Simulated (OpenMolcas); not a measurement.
Ce III: effect of correlating more closed shells

- Program: OpenMolcas 26.06
- Basis: ANO-RCC-VTZP [8s7p5d3f2g1h]
- Scalar Hamiltonian: DKH2, point nucleus
- Active space: 2 electrons in 7 orbitals (4f)
- State averaging: 2S+1 = 3 even, 21 roots; 2S+1 = 1 even, 28 roots
- Spin-orbit coupling: RASSI with atomic mean-field integrals over the reference wave functions, term energies averaged over their components

Methods on the same reference wave functions:
A. CASSCF
B. SS-CASPT2, IPEA 0.25 Eh, imaginary shift 0.1 Eh (closed shells correlated: none)
C. SS-CASPT2, IPEA 0.25 Eh, imaginary shift 0.1 Eh (closed shells correlated: 5s 5p)
D. SS-CASPT2, IPEA 0.25 Eh, imaginary shift 0.1 Eh (closed shells correlated: 4d 5s 5p)

Energies in cm⁻¹ above 4f² ³H₄, the measured ground level; measured values from Martin, Zalubas and Hagan, Atomic Energy Levels: The Rare-Earth Elements, NSRDS-NBS 60 (1978).

```json
{"Level": "4f² ³H₄", "A": "0.0", "B": "0.0", "C": "0.0", "D": "0.0", "Measured": "0.0"}
{"Level": "4f² ³H₅", "A": "1649", "B": "1675", "C": "1679", "D": "1692", "Measured": "1528"}
{"Level": "4f² ³H₆", "A": "3416", "B": "3440", "C": "3440", "D": "3450", "Measured": "3127"}
{"Level": "4f² ³F₂", "A": "5619", "B": "5310", "C": "4400", "D": "4080", "Measured": "3763"}
{"Level": "4f² ³F₃", "A": "6668", "B": "6360", "C": "5470", "D": "5160", "Measured": "4765"}
{"Level": "4f² ¹D₂", "A": "19299", "B": "18530", "C": "16410", "D": "15620", "Measured": "12835"}
{"Level": "4f² ¹I₆", "A": "23061", "B": "21420", "C": "19480", "D": "18730", "Measured": "17421"}
{"Level": "4f² ³P₀", "A": "24625", "B": "23120", "C": "20770", "D": "20100", "Measured": "16072"}
{"Level": "4f² ³P₁", "A": "25073", "B": "23600", "C": "21250", "D": "20600", "Measured": "16524"}
{"Level": "4f² ³P₂", "A": "25914", "B": "24470", "C": "22140", "D": "21480", "Measured": "17317"}
{"Level": "4f² ¹S₀", "A": "52804", "B": "46770", "C": "43600", "D": "41410", "Measured": "32839"}
```

Deviations, from unrounded energies. A percentage is the sum of absolute deviations over the sum of measured energies, with the sign that they share, or ± where signs differ.

| Against measurement | Levels | A | B | C | D |
| --- | --- | --- | --- | --- | --- |
| mean absolute deviation (cm-1) | 10 | 6200 | 4800 | 3200 | 2600 |
| fine structure of the ground term (%) | 2 | +8.8 | +9.9 | +10.0 | +10.5 |
| other terms of the ground configuration (%) | 8 | +50.6 | +39.5 | +26.3 | +21.1 |

D lies closest to measurement on these levels and A furthest from it. The largest miss of D in the table is 4f² ¹S₀, by +8600 cm-1. The ranking rests on the paired levels alone, and a cruder setting can come out closer through cancelling errors.

Among B to D the level of the table that moves most is 4f² ¹S₀, by 5400 cm-1 (lowest in D, highest in B). Moves below CASPT2's spread within the term are not significant.

From A to B the spin-free energies of the other terms of 4f² shown, above ³H, scale by factors of 0.88 to 0.96, as is usual when dynamic correlation screens the repulsion within a d or f shell.

The lowest spin-free term lies below A's lowest term by 0.008 hartree in B, 0.264 hartree in C, 0.704 hartree in D.

What an inner shell adds also hangs on whether the basis holds functions to correlate it.

Term energies are means over components that CASPT2 splits; among the terms shown or strongly mixed into the levels shown the widest spread is 1200 cm-1 (4f² ¹I, D). Over all roots computed the reference weight is 0.90 to 0.99 in B, 0.84 to 0.92 in C, 0.81 to 0.88 in D; the roots of lowest weight are the least certain, and an intruder state may touch them. Without dynamic correlation excited terms often stand tens of per cent too high (terms of higher spin than the ground term too low), and those without a measured partner can miss by more than the paired ones (holds for A). Some levels mix across a computed gap that differs much from the measured one, so their mixing is not that of the real levels (holds for B; D). Some terms miss by over 15 % even with CASPT2, which points to a basis or an active space too small for the shells correlated (holds for B; C; D). Computed and measured levels are paired by configuration, term and J; levels that our copy of the source lacks, or whose pairing is in doubt (as where it misses far off the trend of its configuration), stay unpaired and out of the deviations. Only configurations of the active space appear. The table leaves out levels that lie high or whose names do not pair safely across all columns.
